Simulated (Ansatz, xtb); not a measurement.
**Relative energy of two isomers of FH2IN2Si**

Structure a: `[H]/N=N/[Si@H](F)I`, a singlet. Structure b: `[H]/N=N\[Si@H](F)I`, a singlet. Both are isolated molecules in the gas phase, relaxed with B3LYP-D3(BJ)/def2-SVP; the shapes shown needn't be the lowest conformers.

a (Å):

```yaml
atoms:
  - { symbol: F, position_ang: [-1.3366, 1.0687, 0.6500] }
  - { symbol: I, position_ang: [-1.7732, -1.8960, 2.1389] }
  - { symbol: N, position_ang: [-3.6822, 1.5646, 3.4603] }
  - { symbol: N, position_ang: [-3.4685, 1.0543, 2.3470] }
  - { symbol: Si, position_ang: [-1.7555, 0.5421, 2.1199] }
  - { symbol: H, position_ang: [-4.6939, 1.8235, 3.5065] }
  - { symbol: H, position_ang: [-0.8131, 1.0893, 3.1201] }
```

b (Å):

```yaml
atoms:
  - { symbol: F, position_ang: [-1.0628, -0.8234, 1.8739] }
  - { symbol: I, position_ang: [-1.0212, 2.5162, 2.2671] }
  - { symbol: N, position_ang: [-0.9904, -0.2100, -1.0875] }
  - { symbol: N, position_ang: [-0.2413, 0.5131, -0.4127] }
  - { symbol: Si, position_ang: [-0.1458, 0.4285, 1.3768] }
  - { symbol: H, position_ang: [-1.5671, -0.8597, -0.4906] }
  - { symbol: H, position_ang: [1.2546, 0.2086, 1.7857] }
```

Quicker runs give these differences E(b) − E(a): GFN2-xTB +5.6 kJ/mol; HF/STO-3G +7.1 kJ/mol (at GFN2-xTB geometries); r2SCAN-D4/def2-SVP +5.2 kJ/mol (at GFN2-xTB geometries).

Task: Estimate E(b) − E(a) at the level CCSD(T)/def2-SVP + ΔMP2/def2-TZVPP.

Result: Calculated at CCSD(T)/def2-SVP + ΔMP2/def2-TZVPP: E(b) − E(a) = +17.7 kJ/mol, so structure a lies lower.

How the difference moves with the method:

```tsv
level	geometry	E(b) − E(a) (kJ/mol)	departure from the last row (kJ/mol)	job, with rough time for the two
GFN2-xTB	GFN2-xTB	+5.6	−12.1	optimisation, 0.49 s
HF/STO-3G	GFN2-xTB	+7.1	−10.6	single point, 4.1 s
r2SCAN-D4/def2-SVP	GFN2-xTB	+5.2	−12.5	single point, 11 s
B3LYP-D3(BJ)/def2-SVP	B3LYP-D3(BJ)/def2-SVP	+16.4	−1.3	optimisation, 4.5 min
HF/def2-SVP	B3LYP-D3(BJ)/def2-SVP	+25.9	+8.2	part of the CCSD(T) run
MP2/def2-SVP	B3LYP-D3(BJ)/def2-SVP	+21.4	+3.7	part of the CCSD(T) run
CCSD(T)/def2-SVP	B3LYP-D3(BJ)/def2-SVP	+19.4	+1.7	single point
CCSD(T)/def2-SVP + ΔMP2/def2-TZVPP	B3LYP-D3(BJ)/def2-SVP	+17.7		single point, 2 min
```

As drawn, both hold the same kinds of bond in the same numbers.

The levels shown agree on the order. The largest departure from CCSD(T)/def2-SVP + ΔMP2/def2-TZVPP is that of r2SCAN-D4/def2-SVP, 12.5 kJ/mol. The last row adds to CCSD(T) the change of the MP2 difference between the two basis sets, here −1.7 kJ/mol.

With harmonic frequencies from B3LYP-D3(BJ)/def2-SVP (ideal gas, rigid rotor, one conformer each, 298.15 K, 1 atm): on the last row, ΔE + ΔZPE = +17.6, ΔH = +17.3, ΔG = +18.5 kJ/mol.

The correlated steps freeze 12 core orbitals; the filled d shell of I is correlated, in a basis made for valence electrons. Atoms past krypton carry core potentials in the def2 sets, other sets are all-electron and non-relativistic, and no spin–orbit term is included. Programs: Ansatz 0.2.0, xtb 6.7.1; the last row on 1 thread of Intel(R) Xeon(R) Processor @ 2.50GHz (Skylake/Cascade Lake) on a shared host.
